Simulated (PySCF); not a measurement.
The numbers below are computed, except where a source is named.
## Al2H3O6

The system: Al2H3O6, a small molecule (built as: end group OO); neutral, doublet. The structure, one conformer, was relaxed in the gas phase by PBE0-D3(BJ)/def2-SVP. No frequency run checks that it is a minimum.

SMILES: [O][O][Al]([OH])[O][Al]([OH])[OH]

```tsv
atom	x (Å)	y (Å)	z (Å)
O1	-2.079	1.435	1.576
Al2	-0.547	1.224	0.886
O3	0.629	2.420	1.130
O4	-0.134	-0.120	-0.046
Al5	0.557	-1.366	-0.934
O6	1.735	-1.236	-2.136
O7	0.481	-3.057	-0.152
O8	-0.462	-2.917	-1.089
H9	-2.806	0.815	1.506
H10	0.472	3.205	1.657
H11	2.187	-0.430	-2.387
```

EPR values by unrestricted B3LYP, IGLO-III on Al O, pcH-1 on H.

Predict g and the largest hyperfine couplings. Where does the spin sit?

g = 2.0020, 2.0090, 2.0304. The spin sits on O7 (51 %, bonded to 1 Al + 1 O), O8 (51 %, bonded to 1 Al + 1 O) by Mulliken populations.
```tsv
atom	isotope	isotropic (MHz)	dipolar, principal values (MHz)
O7	17O	-42.8	-177.4, 86.7, 90.7
O8	17O	-42.7	-176.7, 86.4, 90.4
Al5	27Al	-18.4	-2.6, -1.4, 4.0
O6	17O	2.5	-0.9, 0.0, 0.9
H11	1H	-1.4	-1.5, -1.2, 2.8
O4	17O	1.6	-0.7, 0.0, 0.7
```
